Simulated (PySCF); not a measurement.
F2HS, SMILES F[SH+]F, charge +1.

Coordinates come from a PBE0-D3(BJ)/def2-TZVP optimisation. The isomer is the one that the SMILES or the coordinates give; other isomers of the formula were not compared.

These are PBE/def2-TZVPD (PySCF) values and carry that method's errors.

Symmetry labels are those of the subgroup Cs that the program uses (full group Cs).

Computed valence orbital energies around the gap with their symmetry:
```json
[
 {"orbital": "HOMO−7", "symmetry": "A'", "energy (eV)": "-27.43"},
 {"orbital": "HOMO−6", "symmetry": "A\"", "energy (eV)": "-22.60"},
 {"orbital": "HOMO−5", "symmetry": "A'", "energy (eV)": "-22.40"},
 {"orbital": "HOMO−4", "symmetry": "A'", "energy (eV)": "-21.17"},
 {"orbital": "HOMO−3", "symmetry": "A\"", "energy (eV)": "-19.24"},
 {"orbital": "HOMO−2", "symmetry": "A'", "energy (eV)": "-19.20"},
 {"orbital": "HOMO−1", "symmetry": "A\"", "energy (eV)": "-18.87"},
 {"orbital": "HOMO", "symmetry": "A'", "energy (eV)": "-16.18"},
 {"orbital": "LUMO", "symmetry": "A\"", "energy (eV)": "-10.36"},
 {"orbital": "LUMO+1", "symmetry": "A'", "energy (eV)": "-9.98"},
 {"orbital": "LUMO+2", "symmetry": "A'", "energy (eV)": "-7.13"},
 {"orbital": "LUMO+3", "symmetry": "A'", "energy (eV)": "-4.28"}
]
```
